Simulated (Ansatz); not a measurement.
Reaction (formal loss of a carbene): `COC(F)(F)CF` → `COC(F)F` + `[CH]F`

Program: Ansatz. Geometries: PBE0-D4/def2-TZVP. ΔE: electronic, gas phase. CCSD(T)/CBS is the MP2 limit (def2-TZVPP, def2-QZVPP) plus CCSD(T) − MP2 in def2-TZVPP, frozen cores. This one scheme is used for every species. Functionals use def2-TZVPP. One conformer a species, not always the lowest.

`COC(F)(F)CF`:

Z-matrix (Å, degrees):
```
C
O 1 1.425
H 1 1.091 2 110.8
H 1 1.091 2 110.8 3 122.3
H 1 1.087 2 105.7 3 -118.8
C 2 1.347 1 116.0 3 -61.1
F 6 1.358 2 111.5 1 58.5
F 6 1.358 2 111.5 1 -58.6
C 6 1.515 2 108.0 1 180.0
F 9 1.366 6 110.0 2 179.8
H 9 1.092 6 108.7 2 59.8
H 9 1.092 6 108.7 2 -60.3
```

`COC(F)F`:

```xyz
9

C    -0.922   -0.470   -0.595
O    -0.478    0.088    0.629
C     0.833    0.409    0.639
F     1.083    1.479   -0.163
F     1.151    0.762    1.888
H    -0.320   -1.344   -0.868
H    -1.952   -0.782   -0.435
H    -0.883    0.265   -1.402
H     1.488   -0.408    0.307
```

`[CH]F`:

Cartesian coordinates in Å:
```
C -0.325 -0.017 0.392
F 0.245 0.949 -0.266
H 0.080 -0.932 -0.126
```

Question: Is it downhill or uphill in electronic energy at CCSD(T)/CBS, and by how much? (An estimate is asked.)

Answer: Ansatz gave: Uphill: ΔE = +92.0 kcal/mol.

Question: What do these levels give: PBE-D4, revPBE-D4, r2SCAN0-D4, CCSD/def2-SVP, HF/CBS(def2), CCSD/CBS(def2)? (Estimate.)

Answer: Ansatz gave: PBE-D4 94.4, revPBE-D4 91.5, r2SCAN0-D4 98.5, CCSD/def2-SVP 93.0, HF/CBS(def2) 81.4, CCSD/CBS(def2) 91.4 kcal/mol.

Question: What do rigid-rotor, harmonic-oscillator terms from PBE0-D4/def2-TZVP frequencies (298.15 K, 1 bar) make of the CCSD(T)/CBS value? (Estimate.)

Answer: Ansatz gave: ΔZPE = -4.9 kcal/mol, ΔH = +88.2 kcal/mol, ΔS = 175 J/(mol·K), ΔG = +75.7 kcal/mol.

Largest T1 diagnostic among the species: 0.018.

Leaving LDA and LC-ωPBE aside and taking each functional with its dispersion term where it has one, the values, not all of them listed here, spread over 10.9 kcal/mol, from BLYP-D4 to r2SCAN0-D4. LDA lies +15.5 kcal/mol from PBE without D4. From BLYP to BHLYP (50 % exact exchange), in def2-TZVPP and without D4, ΔE moves by +7.3 kcal/mol.
